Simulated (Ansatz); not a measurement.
Ansatz results at the PBE0-D4/def2-TZVP geometry: HOMO–LUMO gap (PBE/def2-TZVPP) 3.54 eV; ideal-gas entropy at 298 K and 1 bar (rigid rotor, harmonic PBE0-D4/def2-TZVP) 320 J/(mol·K); LUMO energy (B3LYP/def2-TZVPP) -2.64 eV.

Each molecule was computed in one conformer, which needn't be the lowest.

**Question.** Which molecule gave them?
A. `NCO[SiH2]Cl`
B. `BC(=C)BO`
C. `ClCC=[Se]`
D. `N[CH2][InH2]`

**Answer.** B. The others give `ClCC=[Se]`: 1.69, 318, -3.11; `NCO[SiH2]Cl`: 6.02, 361, 0.33; `N[CH2][InH2]`: 2.90, 324, -1.82.

B3LYP here is the variant with VWN-RPA as its local correlation; programs differ in this.
